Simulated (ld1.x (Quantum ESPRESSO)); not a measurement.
**Plane-wave convergence, TM potential for O (Z = 8)**

oxygen, norm-conserving Troullier–Martins (Kleinman–Bylander form), made with ld1.x (Quantum ESPRESSO) 7.5 (PBE, fully relativistic). Core [He], reference 2s2 2p4. Waves: 2p (bound): rc 1.20 bohr; 3d channel at 0.15 Ry: rc 1.15 bohr; 2s (bound): rc 0.65 bohr. Local part: the s channel. Core correction: a·sin(br)/r model core inside 0.40 bohr.

Open shells are filled in proportion to 2j + 1 (rel_dist='average').

The pseudo-atom Hamiltonian at the reference potential is diagonalised in spherical Bessel functions j_l(qr) that vanish at 20 bohr, with q² up to the cutoff. All-electron valence levels (Ry): 2p1/2 -0.6655, 2p3/2 -0.6628, 2s -1.7611.

Question: How do the lowest levels (Ry) of each channel move with the cutoff, and are there ghosts?

Answer:

| cutoff (Ry) | p1/2 #1 | p3/2 #1 | d3/2 #1 | d3/2 #2 | d5/2 #1 | d5/2 #2 | s #1 | s #2 | f #1 | Σ f·Δε (mRy) |
| --- | --- | --- | --- | --- | --- | --- | --- | --- | --- | --- |
| 8 | -0.0584 | -0.0584 | 0.0792 | 0.1872 | 0.0792 | 0.1872 | -1.5646 | -0.0076 | 0.1206 | 2814.3 |
| 18 | -0.2411 | -0.2407 | 0.0792 | 0.1872 | 0.0792 | 0.1872 | -1.5884 | -0.0083 | 0.1206 | 2036.6 |
| 35 | -0.4987 | -0.4973 | 0.0792 | 0.1872 | 0.0792 | 0.1872 | -1.6817 | -0.0104 | 0.1206 | 822.5 |
| 55 | -0.6271 | -0.6248 | 0.0792 | 0.1872 | 0.0792 | 0.1872 | -1.7422 | -0.0119 | 0.1206 | 190.3 |
| 90 | -0.6647 | -0.6621 | 0.0792 | 0.1872 | 0.0792 | 0.1872 | -1.7520 | -0.0122 | 0.1206 | 21.1 |
| 140 | -0.6653 | -0.6626 | 0.0792 | 0.1872 | 0.0792 | 0.1872 | -1.7563 | -0.0123 | 0.1206 | 10.1 |
| 230 | -0.6655 | -0.6628 | 0.0792 | 0.1872 | 0.0792 | 0.1872 | -1.7604 | -0.0124 | 0.1206 | 1.2 |
| 400 | -0.6655 | -0.6628 | 0.0792 | 0.1872 | 0.0792 | 0.1872 | -1.7610 | -0.0124 | 0.1206 | 0.0 |

Result: no extra level below or beside the all-electron valence levels (p1/2, p3/2, d3/2, d5/2, s, f tested); 10 mRy is reached at 160 Ry and 1 mRy at 300 Ry.

Its largest configuration-test error is +1058 meV.
